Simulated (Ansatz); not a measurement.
`[CH3][SnH2][F]` + HBr → `[F][SnH2][Br]` + CH₄  (ligand exchange at the Sn–C bond)

Calculated with Ansatz (gas phase, PBE0-D4/def2-TZVP geometries, no zero-point term in ΔE). CCSD(T)/CBS adds triple-zeta CCSD(T) − MP2 to the extrapolated MP2 energy (def2 sets, frozen cores). This one scheme is used for every species. DFT in def2-TZVPP. Elements past krypton have def2 core potentials. For Br, Sn outer-core shells are correlated without core-valence functions, which leaves a few kJ/mol of doubt a bond. Scalar relativity is left out up to krypton.

```json
{"level": "BLYP-D4", "ΔE (kJ/mol)": "-122.6", "difference from CCSD(T)/CBS": "-2.3"}
{"level": "r2SCAN-D4", "ΔE (kJ/mol)": "-126.3", "difference from CCSD(T)/CBS": "-6.0"}
{"level": "ωB97M-V", "ΔE (kJ/mol)": "-120.9", "difference from CCSD(T)/CBS": "-0.6"}
{"level": "PBE", "ΔE (kJ/mol)": "-120.5", "difference from CCSD(T)/CBS": "-0.2"}
{"level": "r2SCAN", "ΔE (kJ/mol)": "-126.5", "difference from CCSD(T)/CBS": "-6.2"}
{"level": "CAM-B3LYP", "ΔE (kJ/mol)": "-121.7", "difference from CCSD(T)/CBS": "-1.4"}
{"level": "HF/def2-TZVPP", "ΔE (kJ/mol)": "-137.2", "difference from CCSD(T)/CBS": "-16.9"}
{"level": "MP2/def2-TZVPP", "ΔE (kJ/mol)": "-115.4", "difference from CCSD(T)/CBS": "4.9"}
{"level": "MP2/def2-QZVPP", "ΔE (kJ/mol)": "-120.1", "difference from CCSD(T)/CBS": "0.2"}
{"level": "HF/CBS(def2)", "ΔE (kJ/mol)": "-137.9", "difference from CCSD(T)/CBS": "-17.6"}
{"level": "CCSD(T)/CBS", "ΔE (kJ/mol)": "-120.3", "difference from CCSD(T)/CBS": "0"}
```

Problem. What do rigid-rotor, harmonic-oscillator terms from PBE0-D4/def2-TZVP frequencies (298.15 K, 1 bar) make of the CCSD(T)/CBS value? (An estimate is asked.)

Solution. The calculation gave: ΔZPE = +9.6 kJ/mol, ΔH = -111.3 kJ/mol, ΔS = -12 J/(mol·K), ΔG = -107.6 kJ/mol.

Largest T1 diagnostic among the species: 0.013.

In def2-TZVPP, CCSD(T) changes the Hartree–Fock value by +24.7 kJ/mol (the triples alone add +1.3 kJ/mol) and MP2 by +21.8 kJ/mol. Leaving LDA and LC-ωPBE aside and taking each functional with its dispersion term where it has one, the values, not all of them listed here, spread over 11.3 kJ/mol, from BHLYP-D4 to revPBE-D4. LDA lies +7.5 kJ/mol from PBE without D4.
